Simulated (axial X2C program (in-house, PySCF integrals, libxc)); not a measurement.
TcH: from Re and ωe to a spectrum

A bond curve at the PBE0 level, 2c, was computed with an in-house relativistic program for diatomic molecules (basis Tc dyall-cv3z [12s12p8d5f3g], H dyall-v3z [6s2p1d] (cores contracted in-house)) for the state Ω = 3 (⟨Sz⟩ = 2.00, ⟨Lz⟩ = 1.00 at PBE0). Its fit gives Re = 1.6468 Å, ωe = 1858.9 cm⁻¹, ωexe = 33.1 cm⁻¹ and αe = 1.766e-01 cm⁻¹; the masses are 98.9072 and 1.0078 u. Two-component means X2C with spin–orbit coupling and atomic mean-field Coulomb and Gaunt terms.

(1) Find the reduced mass, Be and the force constant.

(2) A Morse curve ties αe to the other constants (Pekeris). How well does that hold?

(3) Where do the fundamental and the first overtone lie?

(4) Estimate De from a Morse curve and compare with the computed well depth of 2.536 eV to Tc + H.

(5) Estimate the centrifugal constant by the Kratzer relation.

Occupations by symmetry block were frozen at the best pattern of an incomplete PBE0 search. Dissociation energies refer to the lowest single-determinant-based atoms at the same level and basis. Density functionals use the spin component along the axis (collinear). PBE0 can misorder states that lie within some tenths of an eV, so this need not be the ground state of the molecule. The nearest other spin-free determinant of the search, M_S = 2, Λ = 0, lies 0.003 eV up at the distance of the search. The functionals have no current-density term, which raises determinants with orbital currents, atoms included. With several unpaired electrons one determinant need not be a pure state. A state of lower Ω lies just above, and one determinant can place such states too high, so the state shown need not be the lowest. The search has Ω = 2 only 0.05 eV up. Open-shell Ω = 0 determinants with evenly filled partner blocks cannot be reached by this program, so the Ω shown need not be the lowest component.

## Answers

(1) From the PBE0 values: μ = 0.9976 u. Be = 16.8576/(μ Re²) = 6.231 cm⁻¹. k = 5.8918×10⁻⁷ μ ωe² = 2.03 mdyn/Å.

(2) αe(Morse) = 6Be²/ωe × (√(ωexe/Be) − 1) = 1.635e-01 cm⁻¹; the PBE0 curve gives 1.766e-01 cm⁻¹, a ratio of 0.93.

(3) ν(1←0) = ωe − 2ωexe = 1792.7 cm⁻¹; ν(2←0) = 2ωe − 6ωexe = 3519.2 cm⁻¹.

(4) De(Morse) = ωe²/(4ωexe) = 3.236 eV against 2.536 eV computed, a ratio of 1.28. The extrapolation overshoots: the well softens faster than a Morse curve, or the lowest atomic limit lies below the one to which the curve heads.

(5) D = 4Be³/ωe² = 2.80e-04 cm⁻¹.
